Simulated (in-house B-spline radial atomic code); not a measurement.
Radial electron density of the mercury ion Hg⁷⁺, [Xe] 4f14 5d5. Method: Dirac-Kohn-Sham RPBE, spherical fractional occupations, Fermi nucleus of rms radius 5.4648 fm. Calculated with a radial B-spline atomic code at the basis-set limit.

Columns: r (bohr), 4πr²n(r) (electrons per bohr), bar.

```
0.000466    3.524 #
0.000574    4.879 #
0.000706    6.705 ##
0.000869    9.172 ###
 0.00107    12.47 ####
 0.00132    16.86 #####
 0.00162    22.43 #######
   0.002    29.73 #########
 0.00246    38.66 ############
 0.00302    49.31 ###############
 0.00372    61.85 ##################
 0.00458    75.58 ######################
 0.00564    89.55 ###########################
 0.00694    102.2 ##############################
 0.00854    111.7 #################################
  0.0105    116.3 ###################################
  0.0129    115.3 ##################################
  0.0159    109.9 #################################
  0.0196    104.1 ###############################
  0.0241    103.9 ###############################
  0.0297    113.3 ##################################
  0.0366    130.7 #######################################
   0.045      146 ###########################################
  0.0554    147.9 ############################################
  0.0682      134 ########################################
   0.084      119 ###################################
   0.103    120.9 ####################################
   0.127    136.1 ########################################
   0.157      136 ########################################
   0.193    108.2 ################################
   0.237    80.75 ########################
   0.292    81.08 ########################
   0.359    91.69 ###########################
   0.442    80.88 ########################
   0.545    52.83 ################
    0.67    32.05 ##########
   0.825    23.52 #######
    1.02    17.95 #####
    1.25    11.15 ###
    1.54    4.976 #
    1.89    1.603 
    2.33   0.3435 
    2.87  0.04448 
    3.53 0.002936 
    4.35 8.469e-05
```

On this grid the curve has 4 maxima, near 0.0105, 0.0554, 0.127, 0.359 bohr.

The 5d5/2 radial function P(r) = rR(r), positive near the nucleus, with its small component Q(r) (sign convention: Q ≈ (P' + κP/r)/2c):

```
r (bohr)          P           Q
 0.00694   0.001581  -0.0001534
  0.0105   0.004874  -0.0004702
  0.0159    0.01437   -0.001376
  0.0241    0.03957   -0.003759
  0.0366    0.09828   -0.009286
  0.0554     0.2057    -0.01952
   0.084     0.3313    -0.03264
   0.127     0.3242    -0.03796
   0.193  -0.009625    -0.02145
   0.292    -0.4678    0.008595
   0.442    -0.3698     0.01963
    0.67      0.422    0.004583
    1.02      1.017   -0.009419
    1.54     0.7807   -0.008618
    2.33     0.2522   -0.002728
    3.53    0.02524  -0.0002713
```
